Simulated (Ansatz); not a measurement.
`N[Si@H](O)O[Si@@H](N)O` at its PBE0-D4/def2-TZVP geometry, where that method's forces vanish. Charge 0, multiplicity 1.

```json
{"atom": "N1", "x (Å)": "-1.003", "y (Å)": "-0.491", "z (Å)": "2.546"}
{"atom": "Si2", "x (Å)": "-1.048", "y (Å)": "-0.242", "z (Å)": "0.861"}
{"atom": "O3", "x (Å)": "-1.585", "y (Å)": "1.278", "z (Å)": "0.525"}
{"atom": "O4", "x (Å)": "0.482", "y (Å)": "-0.476", "z (Å)": "0.356"}
{"atom": "Si5", "x (Å)": "1.444", "y (Å)": "-0.108", "z (Å)": "-0.916"}
{"atom": "N6", "x (Å)": "0.514", "y (Å)": "0.899", "z (Å)": "-1.929"}
{"atom": "O7", "x (Å)": "1.947", "y (Å)": "-1.427", "z (Å)": "-1.742"}
{"atom": "H8", "x (Å)": "-1.845", "y (Å)": "-0.559", "z (Å)": "3.093"}
{"atom": "H9", "x (Å)": "-0.254", "y (Å)": "-1.034", "z (Å)": "2.941"}
{"atom": "H10", "x (Å)": "-1.972", "y (Å)": "-1.107", "z (Å)": "0.098"}
{"atom": "H11", "x (Å)": "-1.318", "y (Å)": "1.948", "z (Å)": "1.158"}
{"atom": "H12", "x (Å)": "2.700", "y (Å)": "0.452", "z (Å)": "-0.377"}
{"atom": "H13", "x (Å)": "0.868", "y (Å)": "1.257", "z (Å)": "-2.800"}
{"atom": "H14", "x (Å)": "-0.213", "y (Å)": "1.479", "z (Å)": "-1.539"}
{"atom": "H15", "x (Å)": "1.283", "y (Å)": "-1.869", "z (Å)": "-2.276"}
```

(1) For each bond, give half the difference of the two atoms' forces along it (eV/Å; positive pushes the atoms apart) under PBE-D4, r2SCAN-D4, B3LYP-D4, ωB97M-V in def2-TZVPP. (Best estimate.)

Answers

(1) Ansatz gave: 
```tsv
bond	length (Å)	PBE-D4	r2SCAN-D4	B3LYP-D4	ωB97M-V
N1–Si2	1.704	0.00	0.00	0.06	0.07
N1–H8	1.006	0.18	0.02	-0.02	-0.03
N1–H9	1.007	0.18	0.02	-0.02	-0.02
Si2–O3	1.647	0.24	0.04	0.12	0.10
Si2–O4	1.629	0.16	0.02	0.06	0.06
Si2–H10	1.479	-0.05	-0.04	-0.17	-0.21
O3–H11	0.960	0.35	0.02	-0.02	-0.06
O4–Si5	1.636	0.15	0.01	0.05	0.06
Si5–N6	1.704	-0.01	0.00	0.11	0.08
Si5–O7	1.636	0.24	0.03	0.10	0.10
Si5–H12	1.477	-0.03	-0.04	-0.19	-0.22
N6–H13	1.006	0.18	0.03	-0.02	-0.02
N6–H14	1.008	0.18	0.01	-0.04	-0.03
O7–H15	0.959	0.35	0.02	-0.02	-0.06
```

B3LYP here is the variant with VWN-RPA as its local correlation; programs differ in this.
